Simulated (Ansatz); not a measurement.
A nudged elastic band was laid between two geometries of ClFZn + H2 (5 atoms, charge 0, multiplicity 1).

Level of theory: RHF/def2-SVP (Ansatz).

```
movable images  : 7
climbing image  : yes
spring          : 5.0 eV/Å²
optimiser       : quadratic models (default)
start path      : through a guess of the saddle point
force threshold : 0.05 eV/Å
iteration limit : 60
end points      : relaxed
```

Image 0:

```xyz
5
Properties=species:S:1:pos:R:3
Zn 0.364 -1.138 -0.045
F 1.174 -0.210 1.201
Cl -0.598 -2.296 -1.545
H -0.208 1.701 0.433
H -0.731 1.942 -0.044
```

Image 8:

```xyz
5
Properties=species:S:1:pos:R:3
Zn -0.581 -0.204 -0.713
F 0.936 0.188 1.095
Cl -0.193 -2.291 -1.101
H 0.947 1.028 1.433
H -1.108 1.278 -0.713
```

Task: What changes between the two ends?

Result: Bonds broken: H4–H5. Bonds formed: Zn1–H5, F2–H4. ClFZn + H2 becomes ClHZn + FH.

Task: What energy profile does the band end with?

Result: It converged. The highest image is number 4 of 0 to 8, 116.4 kJ/mol above the first end and 102.4 kJ/mol above the last; the last end lies 14.0 kJ/mol above the first. A vibrational analysis at the climbing image gives one clearly imaginary mode, 1572i cm⁻¹: a first-order saddle point. The orbitals stay closed-shell, which can raise the energy where a bond breaks towards radicals; this wasn't checked here.

```tsv
image	path coordinate (Å)	energy (kJ/mol)	H4–H5 (Å)	Zn1–H5 (Å)	F2–H4 (Å)
0	0.00	0.0	0.75	3.27	2.48
1	0.48	-0.1	0.75	2.94	2.60
2	0.97	6.1	0.75	2.52	2.13
3	1.45	42.5	0.77	2.11	1.70
4	1.93	116.4	1.00	1.82	1.19
5	2.37	53.8	1.44	1.65	0.94
6	2.80	24.1	1.92	1.59	0.91
7	3.23	16.2	2.45	1.58	0.91
8	3.66	14.0	2.98	1.57	0.91
```

Task: What is the geometry of the highest image?

Result: 
```xyz
5
Properties=species:S:1:pos:R:3
Zn -0.112 -0.471 -0.295
F 0.928 0.372 1.132
Cl -0.421 -2.301 -1.359
H 0.157 1.115 0.603
H -0.552 1.286 -0.081
```

Task: What are the harmonic wavenumbers there?

Result: 1572i, 122, 181, 408, 534, 957, 1351, 1833, 1883 cm⁻¹.

Run time: 47 s on 1 CPU thread of a shared host.
